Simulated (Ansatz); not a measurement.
Consider the formal exchange of groups at a C–F bond: `F[CH2][AlH][SiH3]` + SiH₄ → `[SiH3][CH2][AlH][SiH3]` + H–F.

Gas-phase electronic energies from Ansatz, PBE0-D4/def2-TZVP geometries. CBS: MP2 limit from def2 TZ/QZ plus the TZ coupled-cluster correction, frozen cores. This one scheme is used for every species. Functionals use def2-TZVPP. One conformer a species, not always the lowest.

```tsv
level	ΔE (kJ/mol)	difference from CCSD(T)/CBS
PBE0-D4	-122.8	7.0
ωB97X-V	-110.6	19.2
ωB97M-V	-116.9	12.9
r2SCAN	-116.4	13.4
PBE0	-117.6	12.2
HF/def2-TZVPP	-97.8	32.0
MP2/def2-TZVPP	-139.4	-9.6
SCS-MP2/def2-TZVPP	-124.8	5.0
HF/def2-QZVPP	-98.2	31.6
HF/CBS(def2)	-98.2	31.6
CCSD(T)/CBS	-129.8	0
```

Largest T1 diagnostic among the species: 0.012.

The D4 term adds −9.5 kJ/mol with B3LYP and −5.3 kJ/mol with PBE0; it sums over pairs of atoms, weighted by their polarisabilities, and B3LYP, whose exchange is more repulsive, gets the larger term. In def2-TZVPP, CCSD(T) changes the Hartree–Fock value by −27.2 kJ/mol (the triples alone add −2.9 kJ/mol) and MP2 by −41.6 kJ/mol.

B3LYP here is the variant with VWN-RPA as its local correlation; programs differ in this.
